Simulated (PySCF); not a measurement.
**UHF on C (carbon, neutral)**

Configuration: [He] 2s1 2p2 3s1, high-spin 5P determinant (an excited configuration). All numbers are calculated (PySCF 2.14, the spin-free X2C one-electron Hamiltonian (Gaussian nucleus), in x2c-QZVPPall with one added diffuse shell each of s, p, d, f type (8s5p4d3f1g, 73 functions)).

- Total energy: -37.303444 hartree
- One-electron energy: -48.6362 hartree
- Hartree (Coulomb) energy: 16.3610 hartree
- Exchange energy: -5.0282 hartree
- ⟨S²⟩: 6.0000
- ⟨L²⟩: 2.016
- Sum of ⟨r⟩: 9.899 bohr
- Sum of ⟨r²⟩: 35.21 bohr²
- Traceless quadrupole moment −½Σ⟨3z² − r²⟩ along its main axis: 0.472 e·bohr²
- Langevin diamagnetic susceptibility: -27.9 ×10⁻⁶ cm³/mol

```tsv
shell	electrons	mean orbital energy (hartree)	rms radius, mean of both spins (bohr)
1s α	1	-11.68712	0.312
1s β	1	-11.56373	0.312
2s α	1	-1.13203	1.56
2p α	2	-0.73083	1.65
3s α	1	-0.12616	5.21
```

The outer electron is Rydberg-like, and this basis confines it to a smaller radius and binds it less than a complete one would.

Spin-orbit constants ζ (cm⁻¹) from the X2C one-electron operator on these orbitals: bare nucleus, nucleus screened by l(l+1)(2l+1)/3 electrons, and screened by the Breit-Pauli mean field of the electrons.

```
shell   bare  screened nucleus  mean field
   2p  76.50             51.00       41.57
```

To first order the Landé constant is A = 10.39 cm⁻¹, so the lowest level has J = 1 and lies 0.00387 eV below the centre of the term. This holds in LS coupling only.
